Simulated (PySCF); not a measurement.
Species: C3H3BClF.
SMILES: `ClC1CC=1BF`

Jobs on this species (9 atoms, 52 electrons) with PySCF (density fitting). Hardware of each: an Arm Neoverse V1 with one thread, no GPU, on a shared host. Times come from a shared host and carry two figures at best. Peak memory is the resident size of the whole Python process, interpreter and libraries included.

```json
{"level and settings": "delta-SCF UKS SCAN, def2-TZVP on the ionised atom, pcseg-1 elsewhere, spin-free X2C", "work": "ΔSCF core ionisation, 7 holes", "basis functions": "122", "SCF cycles": "?", "wall time": "?", "peak memory": "?"}
{"level and settings": "delta-SCF UKS SCAN, pcX-2 on the ionised atom, pcseg-1 elsewhere, non-relativistic", "work": "ΔSCF core ionisation, 7 holes", "basis functions": "145", "SCF cycles": "?", "wall time": "?", "peak memory": "?"}
{"level and settings": "delta-SCF UKS SCAN, pcX-2 on the ionised atom, pcseg-1 elsewhere, spin-free X2C", "work": "ΔSCF core ionisation, 7 holes", "basis functions": "145", "SCF cycles": "131", "wall time": "36 s", "peak memory": "0.51 GiB"}
{"level and settings": "delta-SCF UKS B3LYP, pcX-2 on the ionised atom, pcseg-1 elsewhere, spin-free X2C", "work": "ΔSCF core ionisation, 7 holes", "basis functions": "145", "SCF cycles": "189", "wall time": "65 s", "peak memory": "0.57 GiB"}
{"level and settings": "delta-SCF UKS PBE0, pcX-2 on the ionised atom, pcseg-1 elsewhere, spin-free X2C", "work": "ΔSCF core ionisation, 7 holes", "basis functions": "145", "SCF cycles": "111", "wall time": "42 s", "peak memory": "0.56 GiB"}
{"level and settings": "delta-SCF UKS SCAN, pcX-1 on the ionised atom, pcseg-1 elsewhere, spin-free X2C", "work": "ΔSCF core ionisation, 7 holes", "basis functions": "125", "SCF cycles": "127", "wall time": "29 s", "peak memory": "0.56 GiB"}
{"level and settings": "delta-SCF UKS PBE, pcX-2 on the ionised atom, pcseg-1 elsewhere, spin-free X2C", "work": "ΔSCF core ionisation, 7 holes", "basis functions": "145", "SCF cycles": "122", "wall time": "21 s", "peak memory": "0.56 GiB"}
{"level and settings": "PBE0-D3(BJ)/def2-SVP, grid level 1", "work": "geometry optimisation from a GFN2-xTB start shaken at random", "basis functions": "103", "SCF cycles": "64", "wall time": "34 s", "peak memory": "0.42 GiB"}
```

Fill in the missing figures.

- delta-SCF UKS SCAN, def2-TZVP on the ionised atom, pcseg-1 elsewhere, spin-free X2C; ΔSCF core ionisation, 7 holes: 33 s, 0.56 GiB, 127 SCF cycles
- delta-SCF UKS SCAN, pcX-2 on the ionised atom, pcseg-1 elsewhere, non-relativistic; ΔSCF core ionisation, 7 holes: 35 s, 0.56 GiB, 130 SCF cycles

What do all jobs in the table cost together?

About 4.9 min; the longest takes about 22 % of that, and about 3.1 times as long as the shortest.
